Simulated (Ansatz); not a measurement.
Program: Ansatz. Geometries: PBE0-D4/def2-TZVP. ΔE: electronic, gas phase. CCSD(T)/CBS adds triple-zeta CCSD(T) − MP2 to the extrapolated MP2 energy (def2 sets, frozen cores). DFT in def2-TZVPP. HSE06 is defined as in plane-wave codes. For Ge outer-core shells are correlated without core-valence functions, which leaves a few kJ/mol of doubt a bond. Scalar relativity is left out up to krypton. Each species was taken in one conformer, which may not be the lowest.

Consider the cleavage of the B–Ge bond: `[BH2][GeH2][CH]=O` + `OCO[SiH3]` → `BOCO[SiH3]` + `O=[CH][GeH3]`.

`[BH2][GeH2][CH]=O`:

Cartesian coordinates in Å:
```
B -0.090 1.691 -0.297
Ge -0.129 -0.319 -0.703
C 0.189 -1.263 1.057
O -0.689 -1.754 1.706
H -1.077 2.359 -0.350
H 0.933 2.199 0.049
H 1.057 -0.736 -1.596
H -1.438 -0.872 -1.282
H 1.245 -1.305 1.415
```

`OCO[SiH3]`:

Cartesian coordinates in Å:
```
O -2.284 -0.333 -0.004
C -0.959 -0.444 0.369
O -0.157 0.375 -0.444
Si 1.457 0.603 -0.222
H -2.367 -0.628 -0.916
H -0.601 -1.483 0.293
H -0.909 -0.118 1.414
H 1.895 1.540 -1.280
H 1.728 1.174 1.127
H 2.197 -0.685 -0.337
```

`BOCO[SiH3]`:

Z-matrix (Å, degrees):
```
C
O 1 1.412
O 1 1.381 2 110.5
H 1 1.096 2 106.6 3 120.7
H 1 1.094 2 110.0 3 -119.4
B 2 1.345 1 121.7 3 107.8
Si 3 1.657 1 123.5 2 58.5
H 6 1.201 2 119.9 1 2.5
H 6 1.195 2 116.9 1 -178.1
H 7 1.483 3 111.9 1 -79.4
H 7 1.481 3 105.5 1 161.2
H 7 1.488 3 109.4 1 42.0
```

`O=[CH][GeH3]`:

Z-matrix (Å, degrees):
```
Ge
C 1 2.006
H 1 1.538 2 108.4
H 1 1.538 2 108.5 3 117.7
H 1 1.531 2 109.1 3 -121.1
O 2 1.199 1 123.0 3 121.0
H 2 1.116 1 117.1 3 -59.0
```

Is it downhill or uphill in electronic energy at CCSD(T)/CBS, and by how much? (Best estimate.)

Computed: Downhill: ΔE = -154.7 kJ/mol.

What do these levels give: PBE-D4, r2SCAN-D4, PBE0-D4, r2SCANh-D4, ωB97X-V, B2PLYP, r2SCANh, HSE06, HF/def2-SVP, SCS-MP2/def2-QZVPP, HF/CBS(def2), CCSD/CBS(def2)? (An estimate is asked.)

Ansatz gave: PBE-D4 -146.3, r2SCAN-D4 -152.6, PBE0-D4 -150.6, r2SCANh-D4 -154.0, ωB97X-V -159.2, B2PLYP -161.5, r2SCANh -153.6, HSE06 -149.4, HF/def2-SVP -175.7, SCS-MP2/def2-QZVPP -161.6, HF/CBS(def2) -166.0, CCSD/CBS(def2) -154.3 kJ/mol.

Largest T1 diagnostic among the species: 0.016.

Leaving LDA and LC-ωPBE aside and taking each functional with its dispersion term where it has one, the values, not all of them listed here, spread over 22.4 kJ/mol, from CAM-B3LYP-D4 to revPBE-D4. LDA lies −12.4 kJ/mol from PBE without D4. From BLYP to BHLYP (50 % exact exchange), in def2-TZVPP and without D4, ΔE moves by −9.2 kJ/mol.
